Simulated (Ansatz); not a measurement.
`[CH3][Ge][NH2]` + CH₃OH → `C[O][Ge][NH2]` + CH₄  (ligand exchange at a Ge–C bond)

Calculated with Ansatz (gas phase, PBE0-D4/def2-TZVP geometries, no zero-point term in ΔE). CCSD(T)/CBS adds triple-zeta CCSD(T) − MP2 to the extrapolated MP2 energy (def2 sets, frozen cores). This one scheme is used for every species. DFT in def2-TZVPP. HSE06 is defined as in plane-wave codes. For Ge outer-core shells are correlated without core-valence functions, which leaves a few kJ/mol of doubt a bond. Scalar relativity is left out up to krypton. One conformer a species, not always the lowest.

CCSD(T)/CBS gives -104.6 kJ/mol.

Q: Another level gave -106.0 kJ/mol. Which?
A. BLYP/def2-TZVPP
B. HSE06/def2-TZVPP
C. SCS-MP2/def2-TZVPP
D. revPBE-D4/def2-TZVPP

A: D. revPBE-D4 -106.0, HSE06 -101.9, BLYP -114.6, SCS-MP2/def2-TZVPP -110.5 kJ/mol.

Largest T1 diagnostic among the species: 0.014.

At CCSD(T), def2-SVP lies −8.9 kJ/mol from the extrapolated value and def2-TZVPP −0.7 kJ/mol. From BLYP to BHLYP (50 % exact exchange), in def2-TZVPP and without D4, ΔE moves by +4.3 kJ/mol. Leaving LDA and LC-ωPBE aside and taking each functional with its dispersion term where it has one, the values, not all of them listed here, spread over 13.3 kJ/mol, from BLYP-D4 to HSE06-D4.
